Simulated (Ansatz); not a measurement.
Spectroscopic constants of AlCd, multiplicity 2 (lowest of 2S+1 = 2, 4 at CCSD(T)/def2-TZVPP on PBE0 minima; our sources give no spin for the ground state, which may be another). No spin–orbit coupling.

Seven points along R, fitted to fifth degree in 1/R; most abundant isotopes. In def2 and cc sets the state is the lowest found near the PBE0 minimum, followed along R.

Programs: Ansatz (Gaussian orbitals). Each number belongs to the level named beside it. In def2 rows elements past Kr take small-core potentials, without spin–orbit coupling.

Question: What bond length and harmonic frequency does PBE/def2-TZVPP give?

Answer: r_e = 2.824 Å, ω_e = 157 cm⁻¹.

Question: What bond length and harmonic frequency does r2SCAN/def2-TZVPP give?

Answer: r_e = 2.781 Å, ω_e = 167 cm⁻¹.

Question: What bond length and harmonic frequency does wB97X-V/def2-TZVPP give?

Answer: r_e = 2.979 Å, ω_e = 108 cm⁻¹.

Ansatz is a program for electronic structure.
